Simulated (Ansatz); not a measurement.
C$_{7}$H$_{14}$O, charge -1, doublet (typed; the unrestricted solution is spin-contaminated), geometry from GFN2-xTB (a state made from the parent by changing its charge; the spin is typed, not shown lowest) (a gas-phase anion, which may not be bound at this level), with bond 9-1 at 3.0 times its length; PBE0/STO-3G (Ansatz, a first-principles code).

Ansatz was given this input:
Ansatz 0.2 input:
```yaml
crystal:
  periodic: [false, false, false]
  atoms:
    - {symbol: C, position_ang: [3.99048519, -0.40350447, -0.43807394]}
    - {symbol: C, position_ang: [2.60511723, -0.78214731, 0.07754406]}
    - {symbol: C, position_ang: [1.52502255, 0.19855003, -0.37953069]}
    - {symbol: C, position_ang: [0.13481601, -0.17161184, 0.13530490]}
    - {symbol: C, position_ang: [-0.97085144, 0.81798159, -0.32301061]}
    - {symbol: C, position_ang: [-2.35275864, 0.51056680, 0.21602925]}
    - {symbol: C, position_ang: [-3.02593767, -0.68335958, -0.44346084]}
    - {symbol: O, position_ang: [-2.67849347, 0.85987886, 1.43739969]}
    - {symbol: H, position_ang: [6.24777432, -2.53977852, 0.57758548]}
    - {symbol: H, position_ang: [4.27002133, 0.58643397, -0.08161048]}
    - {symbol: H, position_ang: [3.99938305, -0.38677832, -1.52681964]}
    - {symbol: H, position_ang: [2.35072441, -1.78574395, -0.27394343]}
    - {symbol: H, position_ang: [2.62104646, -0.81123764, 1.16990625]}
    - {symbol: H, position_ang: [1.78173498, 1.20250622, -0.02883455]}
    - {symbol: H, position_ang: [1.50762161, 0.22747731, -1.47397486]}
    - {symbol: H, position_ang: [0.13619929, -0.18730115, 1.22674373]}
    - {symbol: H, position_ang: [-0.12410623, -1.17459395, -0.21414476]}
    - {symbol: H, position_ang: [-0.67610803, 1.81782099, 0.01563038]}
    - {symbol: H, position_ang: [-0.98410895, 0.81870438, -1.42447500]}
    - {symbol: H, position_ang: [-2.56379430, -1.66120901, -0.19557494]}
    - {symbol: H, position_ang: [-4.06776464, -0.73688540, -0.12373818]}
    - {symbol: H, position_ang: [-3.00117575, -0.59148011, -1.53765399]}
basis:
  gaussian:
    orbitals: STO-3G
hamiltonian:
  xc: pbe0
total_charge: -1
magnetization: {spin_polarized: true, initial_magnetization: 1}
scf: {lower_state_search: standard}
```

Write the output that Ansatz gives for this input, abridged.


```
Functional definition: PBE0
767 factors; integrals over basis functions are off by at most 3.1e-5 eV
mean field evaluation 1: about -9387.6239 eV, gradient 2.7e1 eV
mean field evaluation 2: about -9357.5901 eV, gradient 4.3e1 eV
mean field evaluation 4: about -9372.8060 eV, gradient 2.4e1 eV
mean field evaluation 8: about -9395.9935 eV, gradient 9.2e0 eV
mean field evaluation 16: about -9390.2367 eV, gradient 2.2e1 eV
mean field evaluation 32: about -9392.5600 eV, gradient 1.7e1 eV
mean field -9396.90032222 eV, -345.3297173936 hartree, gradient 1.1e-5 eV, S^2 1.126949; 3 other end points of the search recorded, 0 dependent functions left out
reference -9396.90034775 eV, -345.3297183320 hartree; 33, 32 occupied and 21, 22 virtual orbitals, 767 factors
Total energy: -9396.90034775 eV, -345.3297183320 hartree
```
